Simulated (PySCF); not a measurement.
Computed Raman spectrum (relative Raman activity) of a molecule F2H5NSi2. Coordinates come from a PBE-D3(BJ)/def2-SVP optimisation. One conformer was computed; it need not be the lowest. Computed with PySCF 2.14.0 with PBE-D3(BJ)/def2-SVP. Frequencies are harmonic and unscaled.

Lines under 2 % of the strongest are left out, and lines within 2 cm⁻¹ are merged.

ν (cm⁻¹): 326 (vw), 402 (w), 681 (w), 779 (w), 786 (vw), 812 (vw), 850 (w), 873 (w), 2150 (s), 2164 (vs), 2166 (m), 3465 (m), 3557 (m) (against the strongest line: vs over 80 %, s over 45 %, m over 15 %, w over 4 %, vw less)

**Question.** Identify the compound among the candidates.
A. N[Si](F)(F)[SiH3]
B. N[SiH2][SiH](F)F
C. F[SiH2]N[SiH2]F
D. N[Si@@H](F)[SiH2]F

**Answer.** B, N[SiH2][SiH](F)F
